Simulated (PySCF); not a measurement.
## Orbital levels and atomic charges

System: [C15H10B]- (charged doped PAH), SMILES c1ccc2cc3ccc4cccc(c1)c2[b-]43.

Cartesian coordinates (Å):
```
  1 C     3.350   -0.092   -0.403
  2 C     3.116   -1.468   -0.330
  3 C     1.915   -2.159   -0.162
  4 C     0.648   -1.636   -0.025
  5 C    -0.535   -2.382    0.142
  6 C    -1.651   -1.531    0.249
  7 C    -3.054   -1.420    0.415
  8 C    -3.458   -0.087    0.421
  9 C    -2.349    0.809    0.258
 10 C    -2.154    2.158    0.192
 11 C    -0.863    2.736    0.016
 12 C     0.429    2.270   -0.126
 13 C     1.085    0.986   -0.163
 14 C     2.502    0.992   -0.335
 15 C     0.310   -0.155   -0.032
 16 B    -1.142   -0.119    0.142
 17 H     4.401    0.166   -0.539
 18 H     4.005   -2.090   -0.419
 19 H     1.999   -3.246   -0.137
 20 H    -0.527   -3.470    0.177
 21 H    -3.766   -2.237    0.527
 22 H    -4.494    0.216    0.536
 23 H    -2.975    2.877    0.269
 24 H    -0.911    3.827   -0.013
 25 H     1.144    3.087   -0.239
 26 H     2.974    1.968   -0.423
```

Method: CAM-B3LYP/6-31G*, gas phase, PySCF, fitting set def2-universal-JFIT up to Ne and JKFIT beyond, grid level 1.

**Question.** Give the orbital energies near the gap.

**Answer.** 
```
orbital     eV
 HOMO-4  -5.01
 HOMO-3  -4.16
 HOMO-2  -3.09
 HOMO-1  -2.48
   HOMO  -0.70
   LUMO   3.41
 LUMO+1   3.77
 LUMO+2   5.07
 LUMO+3   6.96
```

**Question.** Give the partial charges of the non-hydrogen atoms.

**Answer.** 
```tsv
atom	Mulliken	IAO	Hirshfeld
C1	-0.10	-0.12	-0.07
C2	-0.19	-0.25	-0.12
C3	-0.18	-0.13	-0.06
C4	0.09	-0.02	-0.03
C5	-0.27	-0.15	-0.07
C6	0.03	-0.19	-0.13
C7	-0.19	-0.11	-0.05
C8	-0.24	-0.21	-0.10
C9	0.15	-0.08	-0.06
C10	-0.22	-0.14	-0.06
C11	-0.13	-0.15	-0.06
C12	-0.20	-0.15	-0.05
C13	0.15	0.05	0.01
C14	-0.26	-0.24	-0.12
C15	0.03	-0.14	-0.10
B16	-0.13	0.02	-0.03
```
